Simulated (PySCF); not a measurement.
## Structure elucidation problem

An unknown has the formula C$_{6}$H$_{11}$NSi. Its calculated NMR data are:

$^{1}$H NMR (300 MHz, computed): δ 4.30 (m, 1H), 4.23 (m, 1H), 2.29 (m, 1H), 2.22 (m, 1H), 2.00 (m, 1H), 1.88 (m, 1H), 1.69 (m, 1H), 1.46 (m, 1H), 1.31 (m, 1H), 1.22 (m, 1H), 0.99 (m, 1H).

$^{13}$C{$^{1}$H} NMR (computed): δ 126.5 (C), 31.7 (CH2), 29.0 (CH2), 28.3 (CH2), 10.3 (CH), 9.2 (CH2).

Gas phase, non-relativistic, single conformer. GFN2-xTB geometry; PBE0/pcSseg-1 with gauge-including orbitals; PySCF.

References, each an isolated molecule treated in the same way: $^{1}$H (31.72 ppm), $^{13}$C (186.93 ppm) vs TMS.

Q: Choose the structure that fits.
A. C#C[Si@H](/C=C\C)NC
B. N#C[C@H]1CCCC[SiH2]1
C. CN(C)C1=C[SiH2]C=C1

A: B. 

The formula gives 3 degrees of unsaturation (1 ring in the answer). 6 carbon signals for 6 carbons: no two carbons are equivalent. Carbon types of the structure: 1 × C, 1 × CH, 4 × CH2, leaving 2 H on heteroatoms. δC 126.5: nitrile carbon; this is the usual window of a C≡N carbon, which has no attached hydrogen. δC 31.7, 29.0, 28.3: sp3 CH2 in a ring; aliphatic region, no heteroatom directly attached. δC 10.3: sp3 CH bonded to Si, α to a nitrile; an electropositive neighbour leaves it electron-rich and shielded. δC 9.2: sp3 CH2 bonded to Si; an electropositive neighbour leaves it electron-rich and shielded. δH 1.22, 0.99: hydrogen on an sp3 CH2 bonded to Si.

The others: CN(C)C1=C[SiH2]C=C1 would give 5 carbon signals, not 6; C#C[Si@H](/C=C\C)NC would give 6 signals for carbon-bound and other non-exchanging H, not 11.

Shifts are as computed. Against solution values, carbons near 30 ppm lie about +3 ppm off and those near 130 ppm about +5 ppm. Of 1211 compounds with measured shifts, 218 miss one by over three times the rms of a fit or turn the order of signals round; such compounds aren't used in these exercises. No couplings were computed; multiplicities are counted from neighbouring protons, with m where these are inequivalent, close in shift, in a saturated or five-membered ring or joined by F or P, and br s for small geminal =CH2 splittings.
